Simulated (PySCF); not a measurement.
hydrogen selenide (H2Se), SMILES [SeH2]. Heavy atoms are numbered as in [SeH2:1]. Hydrogens are named by the atom that carries them.

Geometry optimised at ωB97X-D3(BJ)/def2-TZVPD.

The numbers are results of B3LYP/pcSseg-2 in PySCF, not measurements.

GIAO shieldings, no solvent; atoms alike by connectivity are averaged. δ = σ(ref) − σ: ⁷⁷Se against Me2Se (σ = 1646.2 ppm); ¹H against TMS (σ = 31.68 ppm), references at their B3LYP-D3(BJ)/def2-TZVP geometries, non-relativistic.

```tsv
nucleus	atoms	count	δ (ppm)
⁷⁷Se	Se1 (SeH2)	1	-422.9
¹H	H on Se1	2	1.21
```
